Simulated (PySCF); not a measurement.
Delta-SCF ions had no search for a lower state. Excitations are Tamm–Dancoff values on a coarser integration grid. The basis has no diffuse functions, so Rydberg states are missing or too high.

# CH3AlCl2, SMILES `[CH3][Al]([Cl])[Cl]` (charge 0, multiplicity 1)

Level of theory: ωB97X-D3(BJ)/def2-TZVP // B3LYP-D3(BJ)/def2-TZVP in PySCF.

```yaml
HOMO: -11.32 eV
dipole_moment: 2.04 D
HOMO–LUMO gap: 12.34 eV
LUMO: 1.02 eV
S1 excitation (TDA): 6.94 eV
S1 oscillator strength: 0.009
brightest of the four lowest singlets (TDA): 7.76 eV
T1 excitation (TDA): 6.60 eV
S1–T1 gap (TDA): 0.34 eV
vertical ionisation energy (Delta-SCF): 11.33 eV
total_energy: -32735.60 eV
cost: roughly 2.8 core-minutes
```

Bonds (Å): C1–Al2 1.932, C1–H5 1.091, C1–H6 1.094, C1–H7 1.091, Al2–Cl3 2.098, Al2–Cl4 2.098. Angles (°): Al2–C1–H5 111.4, Al2–C1–H6 109.9, Al2–C1–H7 111.3, H5–C1–H6 107.5, H5–C1–H7 109.1, H6–C1–H7 107.4, C1–Al2–Cl3 121.7, C1–Al2–Cl4 121.6, Cl3–Al2–Cl4 116.7.
Charge 0, spin multiplicity 1.
